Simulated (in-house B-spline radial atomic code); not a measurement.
# PBE0 excitations of Zn III (Zn2+)

Method: PBE0. Computed with a B-spline radial code for spherical atoms: linear response of the closed shell [Ar] 3d10 with the functional's adiabatic kernel; scalar-relativistic (spin-free one-electron X2C), finite nucleus, no spin-orbit coupling, no double excitations, S, P, D and F terms only. Only terms of natural parity with L up to 3 were computed.

Command:
```bash
python run_td.py task.json out
```
Settings (radii: box in bohr, nucleus in fm):
```
Z                        30
electrons                28
configuration            [Ar] 3d10
hamiltonian              x2c
method                   pbe0
box_radius               29.48
rms_radius               3.9283
intervals                73
```

Cost of the run: 1.6 s on 1 thread of Intel(R) Xeon(R) Platinum 8259CL CPU @ 2.50GHz (Skylake/Cascade Lake) (shared host).

The lowest states, in the order of their Tamm-Dancoff energies; the method's threshold (minus the highest occupied level) is 33.70 eV. Labels give the largest channel, * marks a mixed state, and oscillator strengths are full-response dipole values. Semilocal kernels can invert the small singlet-triplet splittings of Rydberg terms. Energies in eV:

```json
{"state": "3d → 4s 3D", "full response": "8.484", "Tamm-Dancoff": "8.514", "oscillator strength": "-"}
{"state": "3d → 4s 1D", "full response": "9.105", "Tamm-Dancoff": "9.115", "oscillator strength": "-"}
{"state": "3d → 4p 3P", "full response": "15.840", "Tamm-Dancoff": "15.869", "oscillator strength": "-"}
{"state": "3d → 4p 3F", "full response": "16.028", "Tamm-Dancoff": "16.049", "oscillator strength": "-"}
{"state": "3d → 4p 1F", "full response": "16.330", "Tamm-Dancoff": "16.332", "oscillator strength": "-"}
{"state": "3d → 4p 1P", "full response": "17.070", "Tamm-Dancoff": "17.144", "oscillator strength": "0.465"}
{"state": "3d → 5s 3D", "full response": "24.327", "Tamm-Dancoff": "24.331", "oscillator strength": "-"}
{"state": "3d → 5s 1D", "full response": "24.430", "Tamm-Dancoff": "24.432", "oscillator strength": "-"}
{"state": "3d → 4d 3S", "full response": "24.468", "Tamm-Dancoff": "24.499", "oscillator strength": "-"}
{"state": "3d → 4d 3D", "full response": "24.920", "Tamm-Dancoff": "24.928", "oscillator strength": "-"}
{"state": "3d → 4d 1D", "full response": "?", "Tamm-Dancoff": "?", "oscillator strength": "-"}
{"state": "3d → 5p 3P", "full response": "26.385", "Tamm-Dancoff": "26.391", "oscillator strength": "-"}
{"state": "3d → 5p 3F", "full response": "26.433", "Tamm-Dancoff": "26.437", "oscillator strength": "-"}
{"state": "3d → 5p 1F", "full response": "26.502", "Tamm-Dancoff": "26.502", "oscillator strength": "-"}
{"state": "3d → 4d 1S", "full response": "26.328", "Tamm-Dancoff": "26.506", "oscillator strength": "-"}
{"state": "3d → 5p 1P", "full response": "26.639", "Tamm-Dancoff": "26.654", "oscillator strength": "0.0435"}
{"state": "3d → 6s 3D", "full response": "28.784", "Tamm-Dancoff": "28.786", "oscillator strength": "-"}
{"state": "3d → 6s 1D", "full response": "28.821", "Tamm-Dancoff": "28.822", "oscillator strength": "-"}
{"state": "3d → 5d 3S", "full response": "29.008", "Tamm-Dancoff": "29.017", "oscillator strength": "-"}
{"state": "3d → 4f 3P", "full response": "29.087", "Tamm-Dancoff": "29.087", "oscillator strength": "-"}
{"state": "3d → 4f 1P", "full response": "?", "Tamm-Dancoff": "?", "oscillator strength": "?"}
{"state": "3d → 5d 3D", "full response": "29.125", "Tamm-Dancoff": "29.127", "oscillator strength": "-"}
```

Question: Where does 3d → 4f 1P lie?

Answer: At 29.120 eV in full response, 29.122 eV in Tamm-Dancoff, oscillator strength 0.0773.

Question: Where does 3d → 4d 1D lie?

Answer: At 25.164 eV in full response, 25.171 eV in Tamm-Dancoff.

Question: How large is the singlet-triplet splitting of 3d → 4s (D terms) in Tamm-Dancoff?

Answer: 0.601 eV, from the unrounded values.

Question: What polarisabilities and dispersion coefficient does the method give?

Answer: Dipole 2.768 bohr³, quadrupole 9.025 bohr⁵, C6 7.408 hartree·bohr⁶ for two such species.
